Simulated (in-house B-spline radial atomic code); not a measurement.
Two electrons outside the [Ar] 3d10 4s2 4p6 core: the antimony ion Sb¹³⁺

Computed with an all-electron radial atomic-structure program (B-spline basis): configuration interaction (CI) of the two valence electrons in the field of the frozen Dirac-Fock core, alone and with many-body perturbation theory for the core (screened one- and two-electron correlation potentials), Breit and QED terms; no-pair Dirac Hamiltonian, finite nucleus. Labels give the configuration (outer n counted up each series) and the leading LS term, or the jj pair where no LS term holds 70 %.

Excitation energies (cm⁻¹):

```json
{"level": "4d2 3F2", "purity of the LS term": "0.916", "CI alone": "0", "CI + MBPT + Breit + QED": "0"}
{"level": "4d2 3F3", "purity of the LS term": "1.0", "CI alone": "?", "CI + MBPT + Breit + QED": "?"}
{"level": "4d2 3F4", "purity of the LS term": "0.925", "CI alone": "?", "CI + MBPT + Breit + QED": "?"}
{"level": "4d2 3P0", "purity of the LS term": "0.949", "CI alone": "26129", "CI + MBPT + Breit + QED": "25534"}
{"level": "4d2 (3/2,5/2)2", "purity of the LS term": "0.512 (1D)", "CI alone": "28552", "CI + MBPT + Breit + QED": "28184"}
{"level": "4d2 3P1", "purity of the LS term": "1.0", "CI alone": "32553", "CI + MBPT + Breit + QED": "31745"}
{"level": "4d2 1G4", "purity of the LS term": "0.925", "CI alone": "46208", "CI + MBPT + Breit + QED": "43719"}
{"level": "4d2 (5/2,5/2)2", "purity of the LS term": "0.572 (3P)", "CI alone": "45155", "CI + MBPT + Breit + QED": "44682"}
{"level": "4d2 1S0", "purity of the LS term": "0.949", "CI alone": "86931", "CI + MBPT + Breit + QED": "90149"}
```

(1) Where does 4d2 3F4 lie?

(2) Where does 4d2 3F3 lie?

(3) What is the first ionisation energy?

Answers

(1) 21717 cm⁻¹ in CI alone and 21471 cm⁻¹ with all corrections.

(2) 11466 cm⁻¹ in CI alone and 11445 cm⁻¹ with all corrections.

(3) 293 eV to the 4d3/2 state of the next ion (290.19 eV from CI alone). NIST lists 292 ± 3 eV (tabulated theory).
